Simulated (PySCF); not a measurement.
Ge(H)(F)2(OH) (F2GeH2O), SMILES [OH][GeH]([F])[F]. The structure is a stationary point at B3LYP-D3(BJ)/def2-SVP. The values are those of a single conformer.

### Question
Give the equilibrium geometry at B3LYP-D3(BJ)/def2-SVP (PySCF confirms it by a frequency run) as bond lengths and angles, and its point group. (The exact figures need the calculation; the answer reports its results.)

### Answer
One answer among several that fit: point group Cs.
Atoms: Ge1 O2 F3 F4 H5 H6. Bonds (Å): Ge1–O2 1.752, Ge1–F3 1.732, Ge1–F4 1.732, Ge1–H5 1.519, O2–H6 0.968. Bond angles (°): O2–Ge1–F3 109.4, O2–Ge1–F4 109.4, O2–Ge1–H5 110.9, F3–Ge1–F4 103.5, F3–Ge1–H5 111.7, F4–Ge1–H5 111.7, Ge1–O2–H6 114.0.
Charge 0, spin multiplicity 1.
